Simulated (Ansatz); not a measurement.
[Cu(H2O)3Br]+ (CuBrO₃H₆⁺). The state is a doublet with charge 1. Geometry PBE0-D4/def2-SVP.

| atom | x (Å) | y (Å) | z (Å) |
| --- | --- | --- | --- |
| Cu1 | -0.219 | -0.109 | 0.247 |
| O2 | -1.689 | -0.008 | -1.116 |
| H3 | -2.527 | -0.005 | -0.619 |
| H4 | -1.766 | -0.740 | -1.748 |
| O5 | 1.058 | 0.533 | -1.173 |
| H6 | 0.812 | 1.029 | -1.966 |
| H7 | 2.008 | 0.356 | -1.207 |
| O8 | 1.325 | -0.178 | 1.523 |
| H9 | 1.030 | -0.702 | 2.289 |
| H10 | 1.655 | 0.657 | 1.889 |
| Br11 | -1.687 | -0.832 | 1.879 |

The 6-31G sets use Cartesian d functions. B3LYP takes the VWN-RPA correlation. HSE06 is defined as in plane-wave codes, on full-range PBE exchange.

Problem. Estimate the α-spin orbital energies around the gap (eV) in Ansatz with PBE-D4/def2-TZVP, r2SCAN-D4/def2-TZVP, B3LYP-D4/6-31G, HSE06-D4/def2-TZVP, BHLYP-D4/def2-TZVP.

Solution. 
```
orbital  PBE-D4/def2-TZVP  r2SCAN-D4/def2-TZVP  B3LYP-D4/6-31G  HSE06-D4/def2-TZVP  BHLYP-D4/def2-TZVP
 HOMO−9            -14.17               -14.64          -15.68              -16.19              -19.93
 HOMO−8            -13.83               -14.40          -15.47              -15.98              -19.78
 HOMO−7            -13.32               -13.86          -14.80              -15.48              -19.20
 HOMO−6            -12.79               -13.38          -14.68              -15.25              -18.57
 HOMO−5            -12.54               -13.13          -14.33              -15.22              -17.80
 HOMO−4            -12.47               -13.09          -14.26              -14.83              -17.55
 HOMO−3            -12.30               -12.89          -14.05              -14.73              -17.46
 HOMO−2            -10.78               -11.22          -11.81              -12.05              -13.52
 HOMO−1            -10.74               -10.98          -11.44              -11.49              -12.77
   HOMO            -10.57               -10.83          -11.28              -11.36              -12.65
   LUMO             -5.92                -5.39           -5.27               -5.45               -4.55
 LUMO+1             -4.55                -3.76           -4.10               -3.97               -2.96
 LUMO+2             -4.20                -3.37           -3.65               -3.66               -2.72
 LUMO+3             -3.34                -2.96           -3.55               -2.77               -1.67
 LUMO+4             -3.30                -2.78           -1.99               -2.69               -1.54
 LUMO+5             -2.74                -1.75           -1.57               -2.20               -1.30
 β HOMO            -10.43               -10.69          -11.18              -11.25              -12.57
 β LUMO             -9.81                -9.67           -7.92               -8.82               -6.16
```
